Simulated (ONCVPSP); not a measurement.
# Varying the ONCV potential for nickel (Ni)

Base potential:

Ni, optimised norm-conserving Vanderbilt (ONCV), made with ONCVPSP 4.0.1 (LDA (Perdew-Wang 92), scalar-relativistic). Core [Ne], reference 3s2 3p6 3d8 4s2. Waves: 3s+4s: rc 1.40 bohr, ncon 4, nbas 8, qcut 9.5 1/bohr, 2 projectors; 3p: rc 1.25 bohr, ncon 4, nbas 8, qcut 13.2 1/bohr, 2 projectors, debl 2.7 Ha; 3d: rc 0.80 bohr, ncon 4, nbas 7, qcut 11.9 1/bohr, 3 projectors, debl 2.8 Ha. Local part: polynomial inside 0.50 bohr (lpopt 3, dvloc0 0 Ha). Core correction: Teter function, fcfact 3.25, rcfact 1.75.

Cutoffs, loose and tight: the cutoffs (Ha) at which the residual kinetic energy of the hardest occupied pseudo-wave falls to 1 and 0.1 mHa per electron. They do not see the model core or the augmentation charge, which bear on the density cutoff. Test errors are all-electron minus pseudo excitation energies from the reference, over the configurations 3s2 3p6 3d8 4s1; 3s2 3p6 3d8 4s0; 3s2 3p6 3d7 4s0; 3s2 3p6 3d8 4s0 4p2. A dash means not determined; rows that change the core or the reference have their own tests.

A true bound ghost makes a file unfit for plane-wave use even where its test errors are small: the radial tests pick states by their node count and pass the ghost by.

```tsv
change	outcome	cutoff, loose	cutoff, tight	bound ghosts	GHOST(+) flags above zero	largest test error (meV)
base	generated	260 Ha	308 Ha	d	s, d	-5.9
p: qcut 16.3	generated	260 Ha	308 Ha	d	s, d	-6.7
core correction none	generated	260 Ha	308 Ha	d	s, d	-5.4
```

**Question.** What comes out with this change to the base: d: nproj 0; local potential the d channel?

**Answer.** outcome: generated; cutoff, loose: 260 Ha; cutoff, tight: 308 Ha; bound ghosts: none; GHOST(+) flags above zero: s, p; largest test error (meV): -16.

**Question.** What comes out with this change to the base: s: qcut 10.3; p: qcut 14.3; d: qcut 12.9?

**Answer.** outcome: generated; cutoff, loose: 245 Ha; cutoff, tight: 288 Ha; bound ghosts: none; GHOST(+) flags above zero: s, d; largest test error (meV): -8.7.
